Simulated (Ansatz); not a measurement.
`CBN[SiH3]` → `CB[SiH2]N`  (isomerisation)

Gas-phase electronic energies from Ansatz, PBE0-D4/def2-TZVP geometries. CCSD(T)/CBS is the MP2 limit (def2-TZVPP, def2-QZVPP) plus CCSD(T) − MP2 in def2-TZVPP, frozen cores. DFT in def2-TZVPP. HSE06 is defined as in plane-wave codes. One conformer a species, not always the lowest.

```csv
species,HSE06-D4 energy (Eh)
`CBN[SiH3]`,-411.84359
`CB[SiH2]N`,-411.78485
```

Task: Work out ΔE.

Result: ΔE = (-411.78485) − (-411.84359) = 0.05874 Eh = +36.9 kcal/mol. CCSD(T)/CBS gives +38.3 kcal/mol.

Largest T1 diagnostic among the species: 0.012.

At CCSD(T), def2-SVP lies +4.8 kcal/mol from the extrapolated value and def2-TZVPP +0.6 kcal/mol. From BLYP to BHLYP (50 % exact exchange), in def2-TZVPP and without D4, ΔE moves by +1.7 kcal/mol. Leaving LDA and LC-ωPBE aside and taking each functional with its dispersion term where it has one, the values, not all of them listed here, spread over 3.1 kcal/mol, from PBE-D4 to BHLYP-D4. LDA lies +2.8 kcal/mol from PBE without D4.
